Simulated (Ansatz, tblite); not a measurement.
Isomers of Tl4H5⁻ (singlet), found by a short tight-binding search and relaxed with B3LYP-D4/def2-SVPD in Ansatz.

In the def2 sets Tl takes a core potential; there is no spin–orbit coupling. The xTB rows come from tblite. Correlated methods freeze 16 core orbitals; core or outer-core shells of Tl are correlated, in sets that lack core-valence functions.

Other spin states weren't relaxed.

A:

```csv
atom,x (Å),y (Å),z (Å)
Tl1,-0.901,0.973,-1.988
Tl2,-1.519,0.506,1.985
Tl3,2.114,0.965,0.186
Tl4,-0.330,-2.168,0.483
H5,0.645,-3.581,-0.394
H6,0.625,-0.635,-0.933
H7,0.718,2.140,-1.048
H8,-1.898,0.956,-0.029
H9,0.546,0.844,1.738
```

B:

Cartesian coordinates in Å:
```
Tl 0.2221 1.5726 -2.5680
Tl -0.2843 -0.4915 0.2750
Tl -1.7099 -2.9214 1.6142
Tl 1.9694 2.1915 0.4920
H 0.3448 -2.0878 1.4481
H -1.3847 -2.0804 -0.4373
H 2.3428 1.4277 -1.6682
H 0.3108 3.1074 -0.8460
H -1.8109 -0.7180 1.6902
```

C:

```xyz
9

Tl    1.578    0.134   -2.935
Tl   -1.545   -0.562    1.830
Tl   -0.944   -1.285   -1.179
Tl    1.304    1.278    0.378
H     2.494    1.475   -1.567
H    -1.141   -1.586    3.353
H    -0.210    0.917   -1.582
H     1.352   -0.926   -0.823
H    -2.887    0.556    2.525
```

D:

```xyz
9

Tl   -0.7399    2.1777   -0.9687
Tl    0.4675   -1.9548   -1.2545
Tl   -1.6411   -0.3058    1.6700
Tl    2.3218    0.8262    0.4110
H     0.1056    1.2712    1.1071
H     1.9684   -1.3977    0.4560
H     0.7930    0.4332   -1.4227
H    -0.9428   -1.7785    0.3161
H    -2.3325    0.7283   -0.3143
```

**Question.** Estimate which lies lowest at each level, and how far above it the others are (kcal/mol).

**Answer.** 
```json
{"level": "GFN1-xTB", "A": "0.3", "B": "3.4", "C": "0.0", "D": "6.0"}
{"level": "GFN2-xTB", "A": "17.2", "B": "17.2", "C": "31.0", "D": "0.0"}
{"level": "HF/def2-SVPD", "A": "4.1", "B": "6.4", "C": "9.9", "D": "0.0"}
{"level": "HF/def2-TZVPD", "A": "3.5", "B": "5.4", "C": "9.5", "D": "0.0"}
{"level": "LDA (SPW92)/def2-TZVPD", "A": "4.3", "B": "5.3", "C": "8.2", "D": "0.0"}
{"level": "PBE-D4/def2-TZVPD", "A": "9.6", "B": "12.6", "C": "15.7", "D": "0.0"}
{"level": "BLYP-D4/def2-TZVPD", "A": "14.5", "B": "20.8", "C": "24.2", "D": "0.0"}
{"level": "r2SCAN-D4/def2-TZVPD", "A": "5.4", "B": "7.3", "C": "10.9", "D": "0.0"}
{"level": "r2SCANh-D4/def2-TZVPD", "A": "5.2", "B": "7.2", "C": "10.5", "D": "0.0"}
{"level": "PBE0-D4/def2-TZVPD", "A": "8.0", "B": "10.6", "C": "13.2", "D": "0.0"}
{"level": "MP2/def2-SVPD", "A": "4.4", "B": "7.5", "C": "8.2", "D": "0.0"}
{"level": "MP2/def2-TZVPD", "A": "4.4", "B": "5.6", "C": "7.4", "D": "0.0"}
{"level": "CCSD/def2-SVPD", "A": "4.9", "B": "9.0", "C": "10.5", "D": "0.0"}
{"level": "CCSD(T)/def2-SVPD", "A": "5.3", "B": "9.2", "C": "10.5", "D": "0.0"}
```
Point groups (tolerance 0.1 Å): A not assigned, B not assigned, C not assigned, D not assigned. Lower isomers may exist.
